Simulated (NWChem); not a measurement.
System: CH$_{4}$CoOS, quartet; SMILES [SH][Co][O]C

The following NWChem deck was run.

```
start job
memory heap 200 mb stack 900 mb global 1100 mb
geometry units angstroms
  Co     0.018455     0.055174    -0.006350
  O      0.357318    -1.056762    -1.195541
  C      0.625683    -1.989530    -2.163409
  H      0.216281    -1.667874    -3.130377
  H      1.709413    -2.131784    -2.270060
  H      0.173550    -2.955301    -1.900134
  S     -0.476999     1.367097     1.573861
  H     -1.131325     0.520132     2.360159
end
basis spherical
  * library def2-svp
end
dft
  odft
  mult 4
  xc xpbe96 cpbe96
  disp vdw 4
  iterations 150
  convergence damp 70 ncydp 30 lshift 0.3 ncysh 40
end
driver
  maxiter 120
end
task dft optimize
```

Parts of the log:

```
             Northwest Computational Chemistry Package (NWChem) 7.3.0
             --------------------------------------------------------

 C1  symmetry detected

                             Geometry "geometry" -> ""
                             -------------------------

 Output coordinates in angstroms (scale by  1.889725989 to convert to a.u.)

  No.       Tag          Charge          X              Y              Z
 ---- ---------------- ---------- -------------- -------------- --------------
    1 Co                  27.0000     0.06734181     0.09256238     0.00002587
    2 O                    8.0000     0.00914569    -1.56936970    -0.00002087
    3 C                    6.0000    -0.06194892    -2.93823417     0.00004692
    4 H                    1.0000     0.46414656    -3.34985961    -0.87166848
    5 H                    1.0000     0.39451375    -3.34670376     0.91157080
    6 H                    1.0000    -1.10914309    -3.26714990    -0.04057832
    7 S                   16.0000     0.00277667     2.20431871    -0.00001354
    8 H                    1.0000    -1.31364491     2.37979226     0.00007959

 Effective nuclear repulsion energy (a.u.)     297.4812997515

                                Z-matrix (autoz)
                                --------

 Units are Angstrom for bonds and degrees for angles

      Type          Name      I     J     K     L     M      Value
      ----------- --------  ----- ----- ----- ----- ----- ----------
    1 Stretch                  1     2                       1.66295
    2 Stretch                  1     7                       2.11274
    3 Stretch                  2     3                       1.37071
    4 Stretch                  3     4                       1.09823
    5 Stretch                  3     5                       1.09822
    6 Stretch                  3     6                       1.09839
    7 Stretch                  7     8                       1.32807
    8 Bend                     1     3     4               110.73502
    9 Bend                     1     3     5               110.72555
   10 Bend                     1     3     6               109.86562
   11 Bend                     1     7     8                99.34376
   12 Bend                     2     7     8                97.68923
   13 Bend                     2     3     4               110.45180
   14 Bend                     2     3     5               110.48249
   15 Bend                     2     3     6               110.39550
   16 Bend                     3     7     8                96.87143
   17 Bend                     4     3     5               108.68103
   18 Bend                     4     3     6               108.36800
   19 Bend                     5     3     6               108.39635
   20 Bend                     7     3     4               111.63803
   21 Bend                     7     3     5               111.51151
   22 Bend                     7     3     6               108.14533
   23 Torsion                  3     2     8     7         179.99255
   24 Torsion                  1     2     4     3        -178.35943
   25 Torsion                  1     2     5     3         178.27831
   26 Torsion                  1     2     6     3        -179.91813
   27 Torsion                  3     4     1     7        -166.03614
   28 Torsion                  3     5     1     7         165.69003
   29 Torsion                  3     6     1     7        -179.54326
   30 Torsion                  2     1     8     7        -179.99459

  pbe96 is a nonlocal functional; adding pw91lda local functional.

                           NWChem Geometry Optimization
                           ----------------------------

 maximum gradient threshold         (gmax) =   0.000450
 rms gradient threshold             (grms) =   0.000300
 maximum cartesian step threshold   (xmax) =   0.001800
 rms cartesian step threshold       (xrms) =   0.001200
 fixed trust radius                (trust) =   0.300000
 source of zmatrix                         =   autoz

          -------------------
          Energy Minimization
          -------------------

 Using diagonal initial Hessian
 Scaling for Hessian diagonals: bonds = 1.00  angles = 0.25  torsions = 0.10

          --------
          Step   0

                                 NWChem DFT Module
                                 -----------------

 Summary of "ao basis" -> "ao basis" (spherical)
 ------------------------------------------------------------------------------
       Tag                 Description            Shells   Functions and Types
 ---------------- ------------------------------  ------  ---------------------
 Co                         def2-svp                11       31   5s3p2d1f
 O                          def2-svp                 6       14   3s2p1d
 C                          def2-svp                 6       14   3s2p1d
 H                          def2-svp                 3        5   2s1p
 S                          def2-svp                 8       18   4s3p1d

            General Information
            -------------------
          SCF calculation type: DFT
          Wavefunction type:  spin polarized.
          No. of atoms     :     8
          No. of electrons :    61
           Alpha electrons :    32
            Beta electrons :    29
          Charge           :     0
          Spin multiplicity:     4
          Use of symmetry is: off; symmetry adaption is: off
          Maximum number of iterations: 150
          AO basis - number of functions:    97
                     number of shells:    43
          Convergence on energy requested:  1.00D-06
          Convergence on density requested:  1.00D-05
          Convergence on gradient requested:  5.00D-04

              XC Information
              --------------
          PerdewBurkeErnzerhof Exchange Functional  1.000
            Perdew 1991 LDA Correlation Functional  1.000 local
           PerdewBurkeErnz. Correlation Functional  1.000 non-local

             Grid Information
             ----------------
          Grid used for XC integration:  medium
          Radial quadrature: Mura-Knowles
          Angular quadrature: Lebedev.
          Tag              B.-S. Rad. Rad. Pts. Rad. Cut. Ang. Pts.
          ---              ---------- --------- --------- ---------
          Co                  1.35      112          10.0       590
          O                   0.60       49          11.0       434
          C                   0.70       49          13.0       434
          H                   0.35       45          14.0       434
          S                   1.00       88          13.0       590
          Grid pruning is: on
          Number of quadrature shells:   478
          Spatial weights used:  Erf1

           DFT-D3BJ Model
          s6 scale factor  :        1.000000000000
          s8 scale factor  :        0.787500000000
          a1 parameter     :        0.428900000000
          a2 parameter     :        4.440700000000
              vdW contrib  :       -0.004977292124

      Superposition of Atomic Density Guess
      -------------------------------------

 Sum of atomic energies:       -1892.77868993

      Non-variational initial energy
      ------------------------------

 Total energy =   -1893.371840
 1-e energy   =   -3210.870695
 2-e energy   =    1020.017555
 HOMO         =      -0.317010
 LUMO         =      -0.283615

[...]

      ----------------------
      Optimization converged
      ----------------------

  Step       Energy      Delta E   Gmax     Grms     Xrms     Xmax
  ---- ---------------- -------- -------- -------- -------- --------
@   55   -1895.79432091 -2.9D-07  0.00002  0.00000  0.00078  0.00173
                                     ok       ok       ok       ok

                                Z-matrix (autoz)
                                --------

 Units are Angstrom for bonds and degrees for angles

      Type          Name      I     J     K     L     M      Value     Gradient
      ----------- --------  ----- ----- ----- ----- ----- ---------- ----------
    1 Stretch                  1     2                       1.72433    0.00001
    2 Stretch                  1     7                       2.16030    0.00000
    3 Stretch                  2     3                       1.38199   -0.00002
    4 Stretch                  3     4                       1.11686    0.00000
    5 Stretch                  3     5                       1.11603   -0.00001
    6 Stretch                  3     6                       1.11677   -0.00000
    7 Stretch                  7     8                       1.36933   -0.00000
    8 Bend                     1     3     4               105.91802    0.00000
    9 Bend                     1     3     5               122.59788   -0.00000
   10 Bend                     1     3     6               105.31517    0.00000
   11 Bend                     1     7     8                90.17286   -0.00000
   12 Bend                     2     7     8                88.25104   -0.00000
   13 Bend                     2     3     4               111.70075    0.00000
   14 Bend                     2     3     5               110.81776   -0.00000
   15 Bend                     2     3     6               111.82148    0.00000
   16 Bend                     3     7     8                82.22244    0.00000
   17 Bend                     4     3     5               107.26657    0.00000
   18 Bend                     4     3     6               107.67310   -0.00000
   19 Bend                     5     3     6               107.33115   -0.00000
   20 Bend                     7     3     4               103.17899    0.00000
   21 Bend                     7     3     5               128.37937   -0.00000
   22 Bend                     7     3     6               101.63793    0.00000
   23 Torsion                  3     2     8     7         172.60539    0.00000
   24 Torsion                  1     2     4     3        -152.30432   -0.00000
   25 Torsion                  1     2     5     3         175.42127   -0.00000
   26 Torsion                  1     2     6     3         153.99029    0.00000
   27 Torsion                  3     4     1     7        -151.79855   -0.00000
   28 Torsion                  3     5     1     7         107.52052   -0.00000
   29 Torsion                  3     6     1     7         156.76280    0.00000
   30 Torsion                  2     1     8     7         177.03115   -0.00000

                         Geometry "geometry" -> "geometry"
                         ---------------------------------

 Output coordinates in angstroms (scale by  1.889725989 to convert to a.u.)

  No.       Tag          Charge          X              Y              Z
 ---- ---------------- ---------- -------------- -------------- --------------
    1 Co                  27.0000     0.09512721     0.13873749     0.34337982
    2 O                    8.0000     0.23112213    -1.58013240     0.32556844
    3 C                    6.0000    -0.06596090    -2.89284258     0.01181271
    4 H                    1.0000     0.02588953    -3.08640722    -1.08430072
    5 H                    1.0000     0.63137501    -3.59239289     0.53130830
    6 H                    1.0000    -1.10368535    -3.16843913     0.31897450
    7 S                   16.0000    -0.23250145     2.27332931     0.28803551
    8 H                    1.0000    -1.12817862     2.11350364    -0.73533658

 Effective nuclear repulsion energy (a.u.)     291.4603765992

                Final and change from initial internal coordinates
                --------------------------------------------------

                                Z-matrix (autoz)
                                --------

 Units are Angstrom for bonds and degrees for angles

      Type          Name      I     J     K     L     M      Value       Change
      ----------- --------  ----- ----- ----- ----- ----- ---------- ----------
    1 Stretch                  1     2                       1.72433    0.06138
    2 Stretch                  1     7                       2.16030    0.04755
    3 Stretch                  2     3                       1.38199    0.01129
    4 Stretch                  3     4                       1.11686    0.01863
    5 Stretch                  3     5                       1.11603    0.01781
    6 Stretch                  3     6                       1.11677    0.01838
    7 Stretch                  7     8                       1.36933    0.04127
    8 Bend                     1     3     4               105.91802   -4.81700
    9 Bend                     1     3     5               122.59788   11.87234
   10 Bend                     1     3     6               105.31517   -4.55045
   11 Bend                     1     7     8                90.17286   -9.17090
   12 Bend                     2     7     8                88.25104   -9.43819
   13 Bend                     2     3     4               111.70075    1.24894
   14 Bend                     2     3     5               110.81776    0.33527
   15 Bend                     2     3     6               111.82148    1.42598
   16 Bend                     3     7     8                82.22244  -14.64899
   17 Bend                     4     3     5               107.26657   -1.41445
   18 Bend                     4     3     6               107.67310   -0.69489
   19 Bend                     5     3     6               107.33115   -1.06519
   20 Bend                     7     3     4               103.17899   -8.45904
   21 Bend                     7     3     5               128.37937   16.86786
   22 Bend                     7     3     6               101.63793   -6.50740
   23 Torsion                  3     2     8     7         172.60539   -7.38716
   24 Torsion                  1     2     4     3        -152.30432   26.05511
   25 Torsion                  1     2     5     3         175.42127   -2.85704
   26 Torsion                  1     2     6     3         153.99029  -26.09158
   27 Torsion                  3     4     1     7        -151.79855   14.23760
   28 Torsion                  3     5     1     7         107.52052  -58.16950
   29 Torsion                  3     6     1     7         156.76280  -23.69394
   30 Torsion                  2     1     8     7         177.03115   -2.97426

 ==============================================================================
                                internuclear distances
 ------------------------------------------------------------------------------
       center one      |      center two      | atomic units |  angstroms
 ------------------------------------------------------------------------------
    2 O                |   1 Co               |     3.25852  |     1.72433
    3 C                |   2 O                |     2.61159  |     1.38199
    4 H                |   3 C                |     2.11055  |     1.11686
    5 H                |   3 C                |     2.10899  |     1.11603
    6 H                |   3 C                |     2.11039  |     1.11677
    7 S                |   1 Co               |     4.08237  |     2.16030
    8 H                |   7 S                |     2.58766  |     1.36933
 ------------------------------------------------------------------------------
                         number of included internuclear distances:          7
 ==============================================================================
```

Level: PBE-D3(BJ)/def2-SVP, spin-unrestricted. Not confirmed as a minimum by frequencies. The spin multiplicity was typed, not searched, and may not be the lowest.
